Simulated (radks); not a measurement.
Values are calculated unless marked as measured or tabulated.
All-electron atom: the indium ion In4+ in [Kr] 4d9. Level of theory: Dirac Kohn-Sham, PBE, spin-unpolarised, spherical densities, finite nucleus; open shells fill j = l - 1/2 first; Fermi nuclear charge, rms radius 4.6156 fm (a radial shooting solver on a logarithmic mesh with Libxc functionals). Some entries of the table are withheld. Estimate them.

| orbital | occ. | eigenvalue (hartree) | <r^2> (bohr^2) | <r> (bohr) |
|---|---|---|---|---|
| 1s1/2 | 2 | -1021.070 | 0.001195 | 0.02971 |
| 2s1/2 | 2 | (1) | 0.01941 | 0.1281 |
| 2p1/2 | 2 | (2) | (3) | 0.1085 |
| 2p3/2 | 4 | (4) | (5) | 0.1137 |
| 3s1/2 | 2 | -30.75894 | 0.1388 | 0.3483 |
| 3p1/2 | 2 | -26.60715 | 0.1339 | 0.3393 |
| 3p3/2 | 4 | -25.20684 | 0.1426 | 0.3504 |
| 3d3/2 | 4 | -17.86472 | 0.1234 | 0.3222 |
| 3d5/2 | 6 | -17.57778 | 0.1260 | 0.3257 |
| 4s1/2 | 2 | -6.16320 | 0.8051 | 0.8437 |
| 4p1/2 | 2 | -4.79915 | 0.9100 | 0.8929 |
| 4p3/2 | 4 | -4.55029 | 0.9690 | 0.9215 |
| 4d3/2 | 4 | -2.41218 | 1.426 | 1.102 |
| 4d5/2 | 5 | -2.37731 | 1.457 | 1.114 |
| 5s1/2 | 0 | -1.66336 | 4.838 | 2.082 |
| 5p1/2 | 0 | (6) | 6.118 | 2.339 |
| 5p3/2 | 0 | (7) | 6.421 | 2.397 |

Answer. 
(1) 2s1/2 eigenvalue (hartree): -154.3852
(2) 2p1/2 eigenvalue (hartree): -144.0978
(3) 2p1/2 <r^2> (bohr^2): 0.01445
(4) 2p3/2 eigenvalue (hartree): -136.3481
(5) 2p3/2 <r^2> (bohr^2): 0.01577
(6) 5p1/2 eigenvalue (hartree): -1.33334
(7) 5p3/2 eigenvalue (hartree): -1.29789
